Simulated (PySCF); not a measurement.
# Spinor energies of Pm⁴⁰⁺ (promethium, charge +40)

Start: [Ar] 3d3; 3d3/2 filled at m_j = -1/2, +1/2, +3/2. Calculated with PySCF 2.14 in an uncontracted even-tempered set (16 s from 8.5 bohr⁻², ratio 2.8; 12 p from 11 bohr⁻², ratio 2.8; 8 d from 11 bohr⁻², ratio 2.8; 3 f from 36 bohr⁻², ratio 3): generalised Hartree-Fock with the X2C-1e Hamiltonian and a Gaussian nucleus; one run each with spin-orbit coupling (SO) switched off, then screened by Boettger's factors.

```tsv
spinor shell	electrons	ε, spin-free (eV)	ε, screened SO (eV)	weight of nominal j (screened SO)	rms radius, screened SO (bohr)
1s1/2	2	-47604.0	-47594.3	1.000	0.0264
2s1/2	2	-9628.4	-9624.3	1.000	0.106
2p1/2	2	-8831.6	-9236.4	1.000	0.0911
3s1/2	2	-3521.2	-3519.9	1.000	0.263
3p1/2	2	-3262.4	-3368.3	0.998	0.252
3p3/2	4	-3262.4	-3214.5	0.999	0.264
3d3/2	3	-2994.1	-3003.5	0.987	0.229
```

Problem. Where does 2p3/2 lie, and what is the 2p spin-orbit splitting (screened SO)?

Solution. At -8651.6 eV, 584.79 eV above 2p1/2.

```tsv
quantity	spin-free	screened SO
E (hartree)	-8746.43399	-8753.19193
M_J	3/2	3/2
⟨J²⟩	6.751	3.845
⟨L²⟩	12.000	8.258
⟨S²⟩	3.750	2.212
```

Each row is a mean over spinors that exchange with the open shell spreads, by up to 19.153 eV (3p1/2).

⟨J²⟩ departs a little from M_J(M_J + 1) because the unrestricted spinors polarise the closed shells.

Breit and QED terms are absent; they matter most for the inner s and p1/2 levels.

Densities and radii are taken from the X2C orbitals without a picture-change correction, which distorts them close to the nucleus.

Without spin-orbit coupling the j labels of p, d and f shells carry no meaning; the spin-free column gives the mean over the occupied spinors of each nl shell, and its ⟨J²⟩ belongs to a mixture of degenerate components.
